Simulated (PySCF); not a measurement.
## Bonding in `C[Si@]1(CCl)CC[SiH2]O1`

Species: C₄H₁₁ClOSi₂.
Atom-mapped SMILES: `[CH3:1][Si@:2]1([CH2:3][Cl:4])[CH2:5][CH2:6][SiH2:7][O:8]1` (hydrogens: H9, H10, H11 on C1; H12, H13 on C3; H14, H15 on C5; H16, H17 on C6; H18, H19 on Si7)

Structure used (PBE0-D3(BJ)/def2-SVP), in Å, numbered top down from 1:
```xyz
19
C4H11ClOSi2 angstrom
C      1.2119    1.6969    0.8788
Si     0.6428    0.0573    0.2017
C      2.1425   -0.9896   -0.2657
Cl     2.9428   -0.1816   -1.6587
C     -0.6047    0.1535   -1.2199
C     -2.0178    0.0833   -0.5981
Si    -1.8843   -1.0342    0.9274
O     -0.2744   -0.7862    1.3392
H      1.8974    2.1823    0.1673
H      0.3615    2.3716    1.0603
H      1.7461    1.5574    1.8318
H      1.8597   -2.0044   -0.5811
H      2.8815   -1.0756    0.5440
H     -0.4725    1.0385   -1.8618
H     -0.4274   -0.7226   -1.8686
H     -2.3313    1.0829   -0.2496
H     -2.7808   -0.2451   -1.3220
H     -2.1226   -2.4785    0.6207
H     -2.7792   -0.6338    2.0526
```

Bond orders from the PBE0/pcSseg-1 density (PySCF). Isolated species at its PBE0-D3(BJ)/def2-SVP geometry (one conformer only).

(1) Where do the orders between heavy atoms depart from those drawn in the SMILES?

(2) Set the Mayer orders of the bonds between heavy atoms beside their lengths.

Results:

(1) The largest departure is 0.173, at Si2–C3 (drawn single, 0.827). Drawn single, order below 0.88: Si2–C3 (0.827).

(2) 
| bond | drawn as | length (Å) | Mayer order |
| --- | --- | --- | --- |
| C1–Si2 | single | 1.863 | 0.993 |
| Si2–C3 | single | 1.888 | 0.827 |
| C3–Cl4 | single | 1.798 | 0.950 |
| Si2–C5 | single | 1.894 | 0.915 |
| C5–C6 | single | 1.545 | 1.014 |
| C6–Si7 | single | 1.896 | 0.918 |
| Si7–O8 | single | 1.680 | 0.923 |
| O8–Si2 | single | 1.687 | 0.909 |

Bonds between the same two heavy elements. C–Si: lowest Si2–C3 (0.827, 1.888 Å), highest C1–Si2 (0.993, 1.863 Å); in 2 of the 6 pairs the longer bond (by over 0.003 Å) has the higher order (by 0.02 or more). O–Si: all 2 within 0.02 of one another (0.909 to 0.923).

**Question.** And the bonds to hydrogen?

**Answer.** C–H: 0.93 to 0.95 (9 bonds); H–Si: 0.93 (2 bonds).

**Question.** Sum the orders of all bonds at each heavy atom with more than one neighbour and set the sums beside the valence in the SMILES.

**Answer.** C1 3.830 (drawn 4), Si2 3.644 (drawn 4), C3 3.646 (drawn 4), C5 3.812 (drawn 4), C6 3.824 (drawn 4), Si7 3.698 (drawn 4), O8 1.832 (drawn 2). Orders between atoms that aren't bonded are not in these sums.

Mayer orders depend on the basis set.

The run behind these numbers computed NMR shieldings as well. The run took 85 s of wall time (with the writing of density and orbital grids) on one thread of an Arm Neoverse N1, on a shared host, and the process peaked at 0.99 GiB of memory.
